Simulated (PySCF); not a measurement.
## Electron correlation in Ne²⁺ (neon, charge +2)

[He] 2s2 2p3 3s1, high-spin 5S determinant (an excited configuration). Calculation: PySCF 2.14, in dyall-acv3z (15s9p4d2f, 76 functions); the non-relativistic Hamiltonian (point nucleus). Frozen: 1s2; 6 electrons correlated; the 18 highest virtual orbitals of each spin left out.

MP2 pair energies summed by pair of shells (mhartree):

| pair | energy | share (%) |
| --- | --- | --- |
| 2s-2p | -70.73 | 58.9 |
| 2p-2p | -24.37 | 20.3 |
| 2s-2s | -10.79 | 9.0 |
| 2s-3s | -8.07 | 6.7 |
| 2p-3s | -6.11 | 5.1 |

Total MP2 correlation energy: -120.07 mhartree.

Same-spin part -36.84 and opposite-spin part -83.22 mhartree; SCS-MP2 scales them by 1/3 and 6/5 to -112.15 mhartree.
